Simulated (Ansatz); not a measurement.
Basis-set extrapolation for ClFH5NO2Si2, SMILES `O[Si](O)(F)N[SiH2]Cl` (PBE0-D4/def2-TZVP geometry, frozen core, the Gaussian-basis code of Ansatz). Multiplicity 1, RHF reference.

```tsv
	def2-TZVPP	def2-QZVPP
HF	-1344.392770	-1344.439645
MP2 correlation	-1.355575	-1.474165
CCSD(T) correlation	-1.446498	not run
```

Energies in hartree. Use E(X) = E(∞) + A·exp(−7.88·√X) for Hartree–Fock and E(X) = E(∞) + B·X^(−2.97) for correlation, with X = 3 and 4, and add CCSD(T) minus MP2 of the smaller set to the MP2 limit.

What is the CCSD(T) energy at the basis-set limit?

HF limit: -1344.439645 + (-0.046875) × 0.13774 = -1344.44610. MP2 limit: -1.474165 + (-0.118590) × 0.74074 = -1.56201. Higher-order term: -1.446498 − (-1.355575) = -0.09092. Total: -1346.09903 hartree, 163.0 kcal/mol below CCSD(T)/def2-TZVPP.
